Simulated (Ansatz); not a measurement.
Born–Oppenheimer molecular dynamics of Cl₃FGeH₂O (8 atoms, charge 0, multiplicity 1). It starts at the highest image of a converged band. Of that band: The profile has 2 maxima (images 3, 6) with wells between them (image 5): this band takes more than one step, which may be the mechanism or a detour left from its start path. A vibrational analysis at the climbing image gives one clearly imaginary mode, 575i cm⁻¹: a first-order saddle point.

These are results of Ansatz 0.2.0, RKS BLYP-D4/def2-SVP, not measurements.

- ensemble: NVE (velocity Verlet)
- time step: 0.5 fs
- steps asked: 200
- starting velocities drawn for: 100 K
- seed: 6960

First frame:

```xyz
8
Properties=species:S:1:pos:R:3
Ge 0.118 -0.239 -0.042
O 0.112 -0.031 1.913
H -0.778 0.102 2.302
Cl 1.999 0.328 -0.950
Cl -1.137 1.568 -0.309
Cl -1.140 -1.725 -1.019
F 1.041 -1.796 0.949
H 0.597 -1.103 1.839
```

Task: What does the run give?

Result: The run went to its last step.

```
steps done                                               : 200
time covered                                             : 100 fs
mean temperature over the second half                    : 540 K
spread of the potential energy over the second half      : 6.6 meV per atom
mean potential energy of the second half above the start : -42.7 meV per atom
```

The conserved energy stayed within 0.042 meV per atom of its start (net change 0.026 meV per atom), so the integration is sound. The kinetic energy rose, since the run started high on the potential surface and went downhill. It ends in pieces (Cl3GeHO + FH), so much of that is their flight and rotation, not heat. A run of 0.1 ps of so small a system gives no equilibrium averages. The orbitals stay closed-shell, which can raise the energy where a bond breaks towards radicals; this wasn't checked here.

Task: What happens to the structure?

Result: Between its relaxed ends the band would form Ge1–F7, O2–H8 and break Ge1–O2, F7–H8. These pairs go: Ge1–F7 2.06 → 3.21 Å, O2–H8 1.18 → 1.81 Å, Ge1–O2 1.97 → 1.79 Å, F7–H8 1.21 → 0.98 Å. In the last frame they stand as before the step (other bonds may differ from the relaxed reactants and products). It ends as Cl3GeHO + FH. Pairs count as bonded within 1.25 times the sum of covalent radii (0.12 Å more for H–H). Another seed would give other details.

Task: How do temperature and energy run in time?

Result: 
```csv
time (fs),T (K),potential energy less start (eV),conserved less start (meV/atom)
0,100,0.000,0.00
8,54,0.036,0.02
16,40,0.047,0.03
24,93,0.005,0.02
32,169,-0.054,0.01
40,261,-0.125,-0.01
48,360,-0.202,0.03
56,472,-0.289,-0.02
64,496,-0.307,0.01
72,502,-0.311,0.04
80,560,-0.356,0.01
88,627,-0.409,-0.03
96,633,-0.414,0.00
```

Run time: 2.2 min on 4 threads of AMD EPYC 9R45 96-Core Processor (Zen 5), on a shared host, peak memory 0.21 GiB.
